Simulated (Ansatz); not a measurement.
Reactions of `[SiH3][SnH2][SH]`.

Isolated molecules relaxed with PBE0-D4/def2-TZVP in Ansatz; ΔE leaves out vibrations. CCSD(T)/CBS adds triple-zeta CCSD(T) − MP2 to the extrapolated MP2 energy (def2 sets, frozen cores). Functionals use def2-TZVPP. Elements past krypton have def2 core potentials. For Ge, Sn outer-core shells are correlated without core-valence functions, which leaves a few kJ/mol of doubt a bond. Scalar relativity is left out up to krypton. Each species was taken in one conformer, which may not be the lowest.

| reaction | ωB97X-V (eV) | CCSD(T)/CBS(def2) (eV) |
| --- | --- | --- |
| `[SiH3][SnH2][SH]` + `[CH3][Al]([OH])[OH]` → `[CH3][Al]([OH])[O][SiH3]` + `[SH][SnH3]` | -0.86 | -0.81 |
| `[SiH3][SnH2][SH]` + `[OH][Sn]([F])([F])[F]` → `[OH][SnH2][SH]` + `[F][Sn]([F])([F])[SiH3]` | -0.40 | -0.37 |
| `[SiH3][SnH2][SH]` + `FC[SiH2][SiH3]` → `F[CH2][SnH2][SiH3]` + `[SiH3][SiH2]S` | 0.22 | 0.21 |
| `[SiH3][SnH2][SH]` + `[OH][Ge][Cl]` → `[SiH3][O][Ge][Cl]` + `[SH][SnH3]` | -0.68 | -0.66 |
| `[SiH3][SnH2][SH]` + `O[SiH](S)[GeH3]` → `[SH][SnH2][SH]` + `O[SiH]([SiH3])[GeH3]` | 0.32 | 0.33 |

Largest T1 diagnostic: 0.015, for `[OH][Sn]([F])([F])[F]`.
